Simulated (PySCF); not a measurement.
CH₄Cl₂GeO, SMILES [Cl][Ge]([OH])([CH3])[Cl]. Coordinates come from a PBE-D3(BJ)/def2-SVP optimisation. The structure was generated by enumeration, and PubChem lists no compound with its InChIKey, so it may never have been made. One conformer was computed; it need not be the lowest.

Computed equilibrium geometry at PBE-D3(BJ)/def2-SVP (PySCF confirms it by a frequency run) as Cartesian coordinates in Å, and its point group (one conformer of several):
point group Cs.
```xyz
9

C      1.2117    -1.7486     0.0000
Ge    -0.0591    -0.2889     0.0000
O     -1.7039    -0.9710     0.0000
Cl     0.1850     0.9952     1.7410
Cl     0.1850     0.9952    -1.7410
H      1.0516    -2.3630    -0.9061
H      2.2387    -1.3396     0.0000
H      1.0516    -2.3630     0.9061
H     -2.3812    -0.2678     0.0000
```
Charge 0, spin multiplicity 1.
